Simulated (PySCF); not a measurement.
Species: C4H9ClO2SSi.
SMILES with atom numbers: `[CH2:1]=[CH:2][C@@H:3]([SiH3:4])[CH2:5][S:6](=[O:7])(=[O:8])[Cl:9]` (hydrogens: H10, H11 on C1; H12 on C2; H13 on C3; H14, H15, H16 on Si4; H17, H18 on C5)

The same species was optimised twice, with GFN2-xTB and with PBE0-D3(BJ)/def2-SVP (PySCF), and the same property calculations (PySCF, gas phase) were run on both structures.

```tsv
coordinate	GFN2-xTB	PBE0-D3(BJ)/def2-SVP	change
S6–Cl9 (Å)	2.037	2.095	+0.058
S6=O7 (Å)	1.425	1.447	+0.022
S6=O8 (Å)	1.429	1.450	+0.021
C3–C5 (Å)	1.512	1.529	+0.017
C1=C2 (Å)	1.321	1.334	+0.013
C3–Si4 (Å)	1.932	1.924	-0.008
C2–C3 (Å)	1.495	1.501	+0.006
C5–S6 (Å)	1.794	1.790	-0.004
C3–C5–S6 (°)	105.2	111.3	+6.1
Si4–C3–C5 (°)	110.9	116.2	+5.3
O7–S6–O8 (°)	118.7	121.7	+3.0
C5–S6–Cl9 (°)	102.3	99.4	-2.9
C2–C3–Si4 (°)	110.7	108.4	-2.3
C2–C3–C5 (°)	110.5	108.4	-2.1
C5–S6–O7 (°)	111.3	109.5	-1.8
O8–S6–Cl9 (°)	106.1	106.9	+0.8
C1–C2–C3–Si4 (°)	104	111	+7
C2–C3–C5–S6 (°)	-175	179	-6
C3–C5–S6–O7 (°)	-53	-58	-5
```

Rotational constants: A = 1848, B = 617.6, C = 528.8 MHz (GFN2-xTB) against A = 1661, B = 589.9, C = 500.7 MHz (PBE0-D3(BJ)/def2-SVP). Point groups within 0.08 Å: C1 and C1.

On the GFN2-xTB structure: HOMO (eV) -7.78 [PBE0/pcSseg-1]; LUMO (eV) -1.49 [PBE0/pcSseg-1]; dipole (D) 3.70 [PBE0/pcSseg-1]; GIAO shielding of C1 (ppm) 63.2 [PBE0/pcSseg-1]; GIAO shielding of C2 (ppm) 43.2 [PBE0/pcSseg-1]; GIAO shielding of C3 (ppm) 160.0 [PBE0/pcSseg-1]; GIAO shielding of Si4 (ppm) 400.9 [PBE0/pcSseg-1]; GIAO shielding of C5 (ppm) 110.2 [PBE0/pcSseg-1]; GIAO shielding of S6 (ppm) 161.4 [PBE0/pcSseg-1]; GIAO shielding of O7 (ppm) 37.1 [PBE0/pcSseg-1]; GIAO shielding of O8 (ppm) 21.5 [PBE0/pcSseg-1].

**Question.** What do these properties become on the PBE0-D3(BJ)/def2-SVP structure?

**Answer.** 
```csv
property,level,on GFN2-xTB,on PBE0-D3(BJ)/def2-SVP,change
HOMO (eV),PBE0/pcSseg-1,-7.78,-7.92,-0.14
LUMO (eV),PBE0/pcSseg-1,-1.49,-1.98,-0.49
dipole (D),PBE0/pcSseg-1,3.70,4.02,+0.32
"energy, GFN2-xTB geometry as zero (kcal/mol)",PBE0/pcSseg-1,0.0,-7.7,-7.7
GIAO shielding of C1 (ppm),PBE0/pcSseg-1,63.2,58.6,-4.6
GIAO shielding of C2 (ppm),PBE0/pcSseg-1,43.2,40.4,-2.8
GIAO shielding of C3 (ppm),PBE0/pcSseg-1,160.0,157.1,-2.9
GIAO shielding of Si4 (ppm),PBE0/pcSseg-1,400.9,404.3,+3.4
GIAO shielding of C5 (ppm),PBE0/pcSseg-1,110.2,108.2,-2.0
GIAO shielding of S6 (ppm),PBE0/pcSseg-1,161.4,129.6,-31.8
GIAO shielding of O7 (ppm),PBE0/pcSseg-1,37.1,3.6,-33.5
GIAO shielding of O8 (ppm),PBE0/pcSseg-1,21.5,-6.3,-27.8
```

The heavy atoms differ by 0.181 Å rms after alignment. Among bonds between heavy atoms S6–Cl9 changes most (+0.058 Å). Changes are differences of the printed values. Neither structure is proved a minimum here.

Shape of the structure used: `[CH2:1]=[CH:2][C@@H:3]([SiH3:4])[CH2:5][S:6](=[O:7])(=[O:8])[Cl:9]`: C1–C2–C3–Si4 111°, C2–C3–C5–S6 179°, C3–C5–S6–O7 -58°.
